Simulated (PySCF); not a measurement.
Relaxation of singlet TlSI

Level of theory: PySCF, PBE0, basis Tl def2-TZVP with ECP60, S def2-TZVP, I def2-TZVP with ECP28 (scalar-relativistic core potentials, no spin–orbit coupling, density fitting). A (50,194) grid was used.

A hand-made linear start, of C∞v symmetry, held to at least that symmetry:

```xyz
3
charge 0 multiplicity 1, angstrom
Tl    0.0000    0.0000   -0.7587
S     0.0000    0.0000   -3.1187
I     0.0000    0.0000    2.0113
```

Optimiser trace:
| step | E − E(last) (kJ/mol) | largest gradient (Eh/bohr) |
| --- | --- | --- |
| 0 | 19.51 | 0.03450 |
| 1 | 3.14 | 0.01175 |
| 2 | 0.40 | 0.00788 |
| 3 | 0.00 | 0.00046 |
| 4 | 0.00 | 0.00002 |

It ends at C∞v with Tl–I 2.640 Å, Tl–S 2.228 Å; I–Tl–S 180.0°. A frequency run shows a minimum. Other isomers or separated fragments may lie lower.

Final geometry:
```xyz
3
charge 0 multiplicity 1, angstrom
Tl    0.0000    0.0000   -0.7249
S     0.0000    0.0000   -2.9527
I     0.0000    0.0000    1.9146
```

With an element this heavy the missing spin–orbit coupling can shift these numbers.

The relaxation took roughly 60 core-seconds on a shared host.
